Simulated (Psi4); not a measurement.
The Psi4 input:
```
memory 2 GB

molecule mol {
0 1
Sb    0.001796   -0.002684    0.402632
F    -1.261065   -0.927082   -0.761131
F    -0.291956    2.498064   -1.440565
F     1.432688   -0.617995   -0.771085
}

set {
  basis def2-svp
  reference rhf
}

energy('scf')
print_variables()
```

Question: What is the computed nuclear repulsion energy (HF/def2-SVP (Psi4))?

Answer: 186.8990 Eh

Question: Estimate the total energy that HF/def2-SVP returns for this input.

Answer: -537.2039 Eh
